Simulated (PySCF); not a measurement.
## Radial density of Ce³⁷⁺ (cerium, charge +37)

UHF, [Ar] 3d3, high-spin 4F determinant. Calculation: PySCF 2.14, in an uncontracted even-tempered set (16 s from 6.2 bohr⁻², ratio 2.5; 11 p from 8.1 bohr⁻², ratio 2.5; 8 d from 8.1 bohr⁻², ratio 2.5; 4 f from 30 bohr⁻², ratio 2.7; 3 g from 46 bohr⁻², ratio 2.7); no relativity, point nucleus.

```json
{"r (bohr)": "0.000533", "4πr²ρ (e/bohr)": "0.4645", "4πr²(ρα − ρβ)": "0.0000"}
{"r (bohr)": "0.000897", "4πr²ρ (e/bohr)": "1.260", "4πr²(ρα − ρβ)": "0.0000"}
{"r (bohr)": "0.00151", "4πr²ρ (e/bohr)": "3.320", "4πr²(ρα − ρβ)": "-0.0001"}
{"r (bohr)": "0.00254", "4πr²ρ (e/bohr)": "8.338", "4πr²(ρα − ρβ)": "-0.0002"}
{"r (bohr)": "0.00427", "4πr²ρ (e/bohr)": "19.31", "4πr²(ρα − ρβ)": "-0.0005"}
{"r (bohr)": "0.00718", "4πr²ρ (e/bohr)": "39.05", "4πr²(ρα − ρβ)": "-0.0009"}
{"r (bohr)": "0.0121", "4πr²ρ (e/bohr)": "63.24", "4πr²(ρα − ρβ)": "-0.0012"}
{"r (bohr)": "0.0203", "4πr²ρ (e/bohr)": "73.39", "4πr²(ρα − ρβ)": "0.0040"}
{"r (bohr)": "0.0342", "4πr²ρ (e/bohr)": "65.42", "4πr²(ρα − ρβ)": "0.0805"}
{"r (bohr)": "0.0575", "4πr²ρ (e/bohr)": "82.71", "4πr²(ρα − ρβ)": "0.8356"}
{"r (bohr)": "0.0967", "4πr²ρ (e/bohr)": "83.02", "4πr²(ρα − ρβ)": "5.0221"}
{"r (bohr)": "0.163", "4πr²ρ (e/bohr)": "46.39", "4πr²(ρα − ρβ)": "13.4045"}
{"r (bohr)": "0.273", "4πr²ρ (e/bohr)": "46.66", "4πr²(ρα − ρβ)": "9.6928"}
{"r (bohr)": "0.460", "4πr²ρ (e/bohr)": "5.096", "4πr²(ρα − ρβ)": "0.8204"}
{"r (bohr)": "0.774", "4πr²ρ (e/bohr)": "0.02561", "4πr²(ρα − ρβ)": "0.0037"}
```

A non-relativistic calculation at this Z misses sizeable relativistic shifts. Spin-orbit coupling is strong in this species (close to jj coupling), so the high-spin LS determinant is a model state, not a physical level.
